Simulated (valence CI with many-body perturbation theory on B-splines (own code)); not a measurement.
Results of a calculation; reference values are marked as such.
## A CI+MBPT run for Pm XXI

Method: relativistic CI+MBPT: five valence electrons over a frozen Dirac-Fock core [Kr], a basis of 7 s, 7 p, 8 d, 6 f, 4 g, 1 h functions for each j, with the one-electron correlation potential Σ1 (screened to all orders), the two-electron term Σ2, the three-electron term Σ3, Breit, model QED; selected single and double excitations, second order for the rest, scaled by the run's own slope (own B-spline code, finite nucleus).

Command, and the settings that its task file holds:

```sh
python run_cv.py task.json out
```

```
atom Pm  Z=61  mass_number=145  rms_radius_fm=4.9620
core [Kr]
valence 4d5
avg = 1
basis = M
beyond = 1
breit = 1
cap = 32000
capref = 2200
cscale = 1
de = 0.0
dress = 0
eps = 2e-08
extrap = 1
h = 0.27
hh = 1
l2 = 3
lcore = 6
maxit = 60
n2 = 5
natural = 1
nlev = 190
nno = [4, 4, 5, 4, 3, 1]
nroot = 40
nsp = [3, 3, 3, 2, 1, 0]
pt2 = 1
qed = 1
rpa = 1
s1 = 1
s2 = 1
s3 = 1
screen = 1
tol = 2e-05
whole = 1
```

(1) Roughly how long does this run take on one core of Intel(R) Xeon(R) Processor @ 2.30GHz, and how much memory?

Log. The first blocks belong to the next ion, which gives the ionisation energy. Fields: 2J, parity (1 odd), roots, reference size, generating configurations, candidates as configurations/state functions, variational space P, stored matrix elements, Davidson steps; e2 is the range of second-order energies in hartree. The first line gives the box (bohr), its intervals, the orbitals and the steps of their self-consistent field. Window is the range of levels sought, series limit the energy at which the first omitted orbital would enter, core excitation an estimate of the first excitation out of the core, left out the lowest levels not solved, and shifts from estimates the range by which levels moved from their first estimate, all in cm⁻¹.

```
rmax 7.1 intervals 60 orbitals 59 references ['4d5', '4d4 4f', '4d4 5s', '4d4 5p'] scf 6 t 2.6
2J=0 par=0 roots 2 ref 7 generators 4 cand 1621/3186 P 1627/3193 nnz 2.1e+06 it 4
2J=0 par=0 roots 2 ref 7 generators 11 cand 1098/2605 P 2725/5798 nnz 4.3e+06 it 5
   second order: generators 20 cand 14144/36229 e2 -0.00004 -0.00004
2J=2 par=0 roots 2 ref 11 generators 3 cand 611/3164 P 618/3175 nnz 2.4e+06 it 4
2J=2 par=0 roots 2 ref 11 generators 13 cand 1808/9429 P 2426/12604 nnz 2.6e+07 it 5
   second order: generators 22 cand 14339/100966 e2 -0.00007 -0.00005
2J=4 par=0 roots 2 ref 18 generators 4 cand 407/3136 P 415/3154 nnz 2.4e+06 it 6
2J=4 par=0 roots 2 ref 18 generators 12 cand 1838/12765 P 2253/15919 nnz 4.6e+07 it 9
   second order: generators 15 cand 10580/108516 e2 -0.00012 -0.00007
reference levels 1775, estimated 438, window 1197468 1/cm; series limit 3394239, core excitation 848895
2J=5 par=0 roots 11 ref 197 generators 18 cand 197/3493 P 459/6173 nnz 7.9e+06 it 8
2J=5 par=0 roots 11 ref 197 generators 28 cand 1568/21912 P 2027/28085 nnz 1.2e+08 it 8
   second order: generators 50 cand 42644/1308672 e2 -0.00649 -0.00074
2J=7 par=0 roots 8 ref 205 generators 13 cand 196/3734 P 449/6281 nnz 8.2e+06 it 5
2J=7 par=0 roots 8 ref 205 generators 24 cand 1495/21803 P 1944/28084 nnz 1.2e+08 it 8
   second order: generators 51 cand 46540/1605354 e2 -0.00605 -0.00139
2J=3 par=0 roots 8 ref 153 generators 17 cand 270/3770 P 568/6351 nnz 7.3e+06 it 8
2J=3 par=0 roots 8 ref 153 generators 22 cand 2142/24112 P 2710/30463 nnz 1.3e+08 it 8
   second order: generators 47 cand 48572/1212195 e2 -0.00327 -0.00051
2J=11 par=0 roots 4 ref 154 generators 12 cand 225/3453 P 551/6036 nnz 7.3e+06 it 5
2J=11 par=0 roots 4 ref 154 generators 25 cand 1971/22898 P 2522/28934 nnz 1.2e+08 it 7
   second order: generators 38 cand 44188/1238736 e2 -0.00341 -0.00087
2J=9 par=0 roots 6 ref 190 generators 15 cand 202/3802 P 479/6216 nnz 8e+06 it 6
2J=9 par=0 roots 6 ref 190 generators 23 cand 1633/22032 P 2112/28248 nnz 1.2e+08 it 8
   second order: generators 45 cand 41908/1422654 e2 -0.00510 -0.00127
2J=1 par=0 roots 5 ref 86 generators 16 cand 568/3825 P 1007/6370 nnz 6.5e+06 it 5
2J=1 par=0 roots 5 ref 86 generators 22 cand 3578/25525 P 4585/31895 nnz 9.5e+07 it 9
   second order: generators 41 cand 36656/485360 e2 -0.00049 -0.00018
2J=13 par=0 roots 2 ref 114 generators 6 cand 406/3842 P 817/6380 nnz 6.9e+06 it 5
...
2J=15 par=1 roots 14 ref 17 generators 18 cand 1627/24605 P 2153/30973 nnz 1.2e+08 it 10
   second order: generators 41 cand 44471/1592988 e2 -0.00349 -0.00189
2J=17 par=1 roots 6 ref 6 generators 5 cand 404/4120 P 753/6416 nnz 7e+06 it 6
2J=17 par=1 roots 6 ref 6 generators 11 cand 2204/24964 P 2957/31380 nnz 1.2e+08 it 8
   second order: generators 29 cand 39591/1128777 e2 -0.00143 -0.00129
2J=19 par=1 roots 2 ref 2 generators 2 cand 474/4143 P 1056/7089 nnz 7.7e+06 it 5
2J=19 par=1 roots 2 ref 2 generators 7 cand 2750/25618 P 3806/32707 nnz 1.3e+08 it 6
   second order: generators 20 cand 29536/655104 e2 -0.00026 -0.00023
left out: unestimated 1703302, estimated 1254584, shifts from estimates -614 to 268
operators 4.9
```

The Davidson iterations converged.

No measured spectrum was set against this ion. As an estimate, terms of the open shell hold to 2 to 4 % of their energy, and close levels can change places. Among the levels kept, up to 430 cm⁻¹ of a level comes from second order outside the variational space, and about a tenth of that is noise between levels of different J, which matters for small intervals. The list stops below the first excitations out of the core.

```
Valence energy                            : -126.865 hartree
Ionisation energy                         : 609.64 eV (NIST: 609 ± 4 eV (theoretical))
Reference configurations for the orbitals : 4d5, 4d4 4f, 4d4 5s, 4d4 5p
Radial orbitals                           : 59
Box radius                                : 7.111 bohr
Largest variational space                 : 32707
Lowest levels                             : (4d3/2^4 4d5/2) J=5/2 [a] 0.0, (4d3/2^4 4d5/2) J=5/2 [b] 36521, (4d3/2^3 4d5/2^2) J=7/2 [a] 57786, (4d3/2^3 4d5/2^2) J=3/2 [a] 60162, (4d3/2^3 4d5/2^2) J=11/2 62061, (4d3/2^3 4d5/2^2) J=9/2 67128, (4d3/2^3 4d5/2^2) J=5/2 [a] 67435, (4d3/2^3 4d5/2^2) J=1/2 72808, (4d3/2^3 4d5/2^2) J=7/2 [b] 83677, (4d3/2^3 4d5/2^2) J=5/2 [b] 88594, (4d3/2^2 4d5/2^3) J=7/2 [a] 96533, (4d3/2^2 4d5/2^3) J=11/2 98485, (4d3/2^3 4d5/2^2) J=3/2 [b] 101910, (4d3/2^2 4d5/2^3) J=1/2 [a] 102950 cm⁻¹
```

Levels are named by their leading jj configuration (3d3/2^4 stands for four electrons in 3d with j = 3/2), which in mixed levels can hold well under half, so a name can repeat and another be missing. Letters in brackets count levels of one name in rising energy.

## Answers

(1) 21 min on 1 thread of Intel(R) Xeon(R) Processor @ 2.30GHz, with other jobs on the host, peak memory 1.4 GiB.
